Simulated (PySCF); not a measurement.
Computed IR spectrum (relative IR intensity) of a molecule CH₇NOSi₂. Geometry: PBE0-D3(BJ)/def2-SVP. Other conformers were not sampled. All values below come from PBE0-D3(BJ)/def2-SVP (PySCF). Frequencies are harmonic and unscaled.

Lines under 2 % of the strongest are left out, and lines within 2 cm⁻¹ are merged.

ν (cm⁻¹): 312 (m), 478 (w), 548 (w), 699 (vw), 708 (m), 716 (w), 776 (vw), 835 (m), 856 (w), 960 (vs), 981 (s), 984 (m), 1025 (m), 1123 (w), 1181 (w), 1209 (w), 1362 (w), 2212 (m), 2235 (m), 2240 (m), 2247 (m), 3004 (w), 3064 (w), 3651 (w) (against the strongest line: vs over 80 %, s over 45 %, m over 15 %, w over 4 %, vw less)

### Question
Identify the compound among the candidates.
A) O[SiH2]/N=C/[SiH3]
B) C[Si@H]1N[SiH2]O1
C) C1N[SiH2]O[SiH2]1
D) C1O[SiH2]N[SiH2]1

### Answer
C, C1N[SiH2]O[SiH2]1
